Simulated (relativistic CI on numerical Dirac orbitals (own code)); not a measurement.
Ru3+: 3p photoemission

Computed with this model: Dirac-Coulomb-Breit CI, separate exchange-only KLI orbitals for each configuration, model QED, valence Slater integrals scaled by 0.8, multiplet model of photoemission in the sudden approximation; configurations [Kr] 4d5 → [Ne] 3s2 3p5 3d10 4s2 4p6 4d5; 300 K; Lorentzian 2 eV and Gaussian 0.6 eV FWHM. Energies are those of the free ion, without screening or charge transfer. The energies are binding energies and can lie tens of eV above those of solids. S is read from ⟨S²⟩ = S(S + 1).

Field parameters in Wybourne normalisation: D4h B²₀ = −7Ds, B⁴₀ = 21(Dq − Dt), B⁴₄ = 21√(5/14) Dq. The field is a parameter set, without covalency.

Computed curve for D4h, 10Dq = 38350, Ds = 500, Dt = 340 cm⁻¹, scaled to 100 at the maximum (points under 2 are left out and the grid is thinned):

(Energy (eV), Intensity): (503.8, 2.1), (504.4, 2.5), (505.2, 3.1), (505.8, 3.8), (506.6, 5.2), (507.2, 6.8), (508.0, 10.3), (508.6, 15.0), (509.2, 23.6), (510.0, 48.5), (510.6, 81.4), (511.4, 96.9), (512.0, 70.2), (512.8, 35.7), (513.4, 21.6), (514.2, 12.5), (514.8, 9.1), (515.4, 6.9), (516.2, 5.2), (516.8, 4.4), (517.6, 3.4), (518.2, 2.8), (519.0, 2.3), (528.2, 2.1), (528.8, 2.5), (529.6, 3.3), (530.2, 4.2), (531.0, 6.4), (531.6, 9.5), (532.4, 18.4), (533.0, 32.4), (533.8, 53.3), (534.4, 44.7), (535.0, 26.5), (535.8, 12.8), (536.4, 8.2), (537.2, 5.0), (537.8, 3.7), (538.6, 2.7), (539.2, 2.1)

The ground state has S = 0.51, and the centroid lies at 518.82 eV.
